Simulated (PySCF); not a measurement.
## Levels of Tb⁶²⁺ from EOM-EA-GCCSD

Reference: closed-shell Tb⁶³⁺, 1s2; one electron is added. Calculated with PySCF 2.14, two-component X2C-1e with screened spin-orbit coupling, an even-tempered Gaussian basis (16 s from 20 bohr⁻², ratio 2.6; 12 p from 26 bohr⁻², ratio 2.6; 6 d from 27 bohr⁻², ratio 2.8; 3 f from 1100 bohr⁻², ratio 2.8); frozen nothing; the 30 highest virtual spinors dropped; of the others 56 kept and the rest restored at second order. No Breit or QED terms. Binding energies in eV.

| level | Koopmans |
| --- | --- |
| 2s1/2 | 14736.9 |
| 2p1/2 | 14586.9 |
| 2p3/2 | 13728.1 |

Q: How does correlation move these levels?

A: 2s1/2: second order 14737.2, EOM-CCSD 14737.2; 2p1/2: second order 14587.3, EOM-CCSD 14587.3; 2p3/2: second order 13728.5, EOM-CCSD 13728.5.

For comparison, the ionisation energy of Tb⁶²⁺ is 14721.02 ± 0.1 eV (theoretical estimate listed by NIST; NIST Atomic Spectra Database, ionization energies).

Only part of the computed levels is shown.
